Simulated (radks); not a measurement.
Neutral thulium inside a hard spherical wall (all orbitals vanish at R), configuration held at [Xe] 4f13 6s2 and not refilled when levels cross. Method: scalar-relativistic Kohn-Sham, PBEsol, spin-polarised, spherical densities, finite nucleus; open shells are filled with parallel spins first (spin-orbit coupling, left out, can overturn this in heavy ions); Fermi nuclear charge, rms radius 5.2256 fm; computed with a radial shooting solver on a logarithmic mesh with Libxc functionals. Eigenvalues in eV for spin up, with the zero of energy where the potential of the charges vanishes at infinity; a dash marks a level that is unbound or too diffuse for the functional's potential to be trusted. A positive occupied level is held by the wall or, in an anion where self-interaction has pushed it up, behind a barrier. The pressure on the wall is -dE/dV.

R (bohr)  E (hartree)  kinetic (hartree)    e(5s)    e(5p)   e(6s)   e(4f)  e(6p, empty)  e(5d, empty)  pressure (GPa)
free      -13561.7372          14736.217  -53.614  -27.087  -3.904  -3.514             -             -               0
15        -13561.7372          14736.217  -53.612  -27.086  -3.903  -3.513        -1.087        -0.825        0.000126
12        -13561.7370          14736.220  -53.588  -27.062  -3.885  -3.489        -1.007        -0.790         0.00433
10        -13561.7353          14736.235  -53.481  -26.955  -3.799  -3.384        -0.776        -0.669          0.0453
8         -13561.7235          14736.313  -53.031  -26.512  -3.397  -2.945         0.050        -0.205           0.482
7         -13561.7014          14736.429  -52.483  -25.975  -2.817  -2.407         1.102         0.370            1.63
5         -13561.4849          14737.314  -49.798  -23.407   1.355   0.308         7.823         3.507            24.3
4         -13560.9788          14739.216  -46.382  -20.195   9.206   4.007        19.231         8.075             133
3.5       -13560.3075          14741.758  -43.095  -17.017  18.318   7.785        31.539        12.775             368
3         -13558.7866          14747.483  -37.291  -11.061  36.464  14.739        54.527        21.498            1200
1.5       -13498.8722          14936.456   91.253   139.07  452.33  131.25        509.36        212.84          179000
